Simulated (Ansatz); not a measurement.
CH4BFO2, SMILES `COB(O)F` at its PBE0-D4/def2-TZVP geometry, where that method's forces vanish. Charge 0, multiplicity 1.

```csv
atom,x (Å),y (Å),z (Å)
C1,-1.276,0.112,-0.475
O2,0.117,0.348,-0.409
B3,0.911,-0.227,0.525
O4,2.243,0.019,0.558
F5,0.415,-1.054,1.445
H6,-1.799,1.067,-0.393
H7,-1.612,-0.551,0.324
H8,-1.514,-0.338,-1.440
H9,2.515,0.623,-0.136
```

**Question.** For each bond, give half the difference of the two atoms' forces along it (eV/Å; positive pushes the atoms apart) under PBE-D4, r2SCAN-D4, B3LYP-D4, ωB97M-V in def2-TZVPP. (Estimate.)

**Answer.** Ansatz gave: 
```
 bond  length (Å)  PBE-D4  r2SCAN-D4  B3LYP-D4  ωB97M-V
C1–O2       1.414    0.21       0.28      0.31     0.24
C1–H6       1.092    0.08      -0.06     -0.10    -0.11
C1–H7       1.091    0.08      -0.07     -0.09    -0.10
C1–H8       1.092    0.08      -0.06     -0.10    -0.11
O2–B3       1.354    0.13       0.00     -0.05     0.00
B3–O4       1.355    0.22       0.09      0.05     0.09
B3–F5       1.333    0.37       0.08      0.17     0.16
O4–H9       0.960    0.33       0.00     -0.01    -0.08
```

B3LYP here is the variant with VWN-RPA as its local correlation; programs differ in this.
